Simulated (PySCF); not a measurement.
Species: C5H5F4P.
Numbering: `[F:1][C:2]1=[C:3]([C:4]([F:5])([F:6])[F:7])[PH:8][CH2:9][CH2:10]1`

NICS = −σ at a ghost point: NICS(0) at the centroid of the ring atoms, NICS(1) 1 Å to either side along the normal of their mean plane, zz for the tensor component along that normal. Level: GIAO PBE0/pcSseg-1 (PySCF, non-relativistic, gas phase) on the GFN2-xTB geometry, one conformer.

Ring bond lengths (Å), with Mayer bond orders in brackets: C2–C3 1.331 (1.69), C3–P8 1.841 (0.90), P8–C9 1.874 (0.95), C9–C10 1.529 (1.01), C10–C2 1.494 (1.07).

**Question.** What do the NICS probes read (ppm)?

**Answer.** 
| ring | type | NICS(0) | NICS(1), two faces | NICS(1)zz, two faces | rms pucker (Å) | centre to ring atoms, mean (Å) |
| --- | --- | --- | --- | --- | --- | --- |
| C2–C3–P8–C9–C10 | 5-membered ring with P; formal bonds 1 double, 4 single | -4.9 | -3.7 / -2.2 | -1.2 / 1.6 | 0.12 | 1.36 |

**Question.** What can be read from them?

**Answer.** 
- C2–C3–P8–C9–C10: mean NICS(1)zz 0.2 ppm, near zero. C9, C10 have four or more neighbours; no verdict on aromaticity is drawn.

**Question.** What are the shieldings of the ring atoms and their hydrogens in the same run (means over atoms taken as equivalent)?

**Answer.** 
```json
{"atoms": "C2", "environment": "vinylic C–F carbon", "σ isotropic (ppm)": "9.6", "principal values of the symmetric part, first atom (ppm)": "-74.2, 48.6, 54.6"}
{"atoms": "C3", "environment": "fully substituted alkene carbon", "σ isotropic (ppm)": "78.3", "principal values of the symmetric part, first atom (ppm)": "-3.4, 103.6, 134.8"}
{"atoms": "P8", "environment": "phosphine phosphorus", "σ isotropic (ppm)": "402.6", "principal values of the symmetric part, first atom (ppm)": "301.4, 430.0, 476.2"}
{"atoms": "C9", "environment": "sp3 carbon bound to phosphorus", "σ isotropic (ppm)": "169.4", "principal values of the symmetric part, first atom (ppm)": "154.3, 171.9, 181.8"}
{"atoms": "C10", "environment": "allylic carbon", "σ isotropic (ppm)": "147.7", "principal values of the symmetric part, first atom (ppm)": "117.4, 157.4, 168.4"}
{"atoms": "H on P8", "environment": "P–H hydrogen", "σ isotropic (ppm)": "27.15", "principal values of the symmetric part, first atom (ppm)": "23.1, 25.9, 32.5"}
{"atoms": "H on C9 (×2)", "environment": "methylene hydrogen", "σ isotropic (ppm)": "29.81", "principal values of the symmetric part, first atom (ppm)": "24.4, 27.6, 36.8"}
{"atoms": "H on C10 (×2)", "environment": "methylene hydrogen", "σ isotropic (ppm)": "28.76", "principal values of the symmetric part, first atom (ppm)": "24.1, 27.3, 35.4"}
```

On Arm Neoverse V1, one thread (shared host), this took 34 s and 0.89 GiB of memory at its peak. This is the whole shielding run at PBE0/pcSseg-1, SCF included.
